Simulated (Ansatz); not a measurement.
`C[O][Cd][F]` and `C[O][Cd][NH2]` differ in one atom or group.

Ansatz, PBE0-D4/def2-TZVP geometries, multiplicity 1. Each molecule was computed in one conformer, which needn't be the lowest.

Elements past krypton have def2 core potentials.

```tsv
property	`C[O][Cd][F]`
size of the dipole moment (PBE/def2-TZVPP) / D	2.00
HOMO energy (PBE0/def2-TZVPP) / eV	-7.58
HOMO–LUMO gap (ωB97M-V/def2-TZVPP) / eV	9.87
HOMO energy (ωB97M-V/def2-TZVPP) / eV	-9.96
HOMO energy (PBE/def2-TZVPP) / eV	-6.07
zero-point energy (PBE0-D4/def2-TZVP) / kJ/mol	111.9
```

Q: Give the same properties after the change, and the shifts. (An estimate is asked.)

A: Computed: 
| property | `C[O][Cd][NH2]` | shift |
| --- | --- | --- |
| size of the dipole moment (PBE/def2-TZVPP) / D | 1.16 | -0.84 |
| HOMO energy (PBE0/def2-TZVPP) / eV | -7.00 | 0.58 |
| HOMO–LUMO gap (ωB97M-V/def2-TZVPP) / eV | 10.06 | 0.19 |
| HOMO energy (ωB97M-V/def2-TZVPP) / eV | -9.40 | 0.56 |
| HOMO energy (PBE/def2-TZVPP) / eV | -5.51 | 0.56 |
| zero-point energy (PBE0-D4/def2-TZVP) / kJ/mol | 172.5 | 60.6 |

With PBE0 the HOMO rises by 0.58 eV and the LUMO rises by 0.92 eV, so the gap widens by about 0.34 eV. PBE moves the HOMO by 0.56 eV and ωB97M-V by 0.56 eV. The zero-point energy changes by 60.6 kJ/mol with +6 modes. Dipoles are sizes alone; their direction can turn.
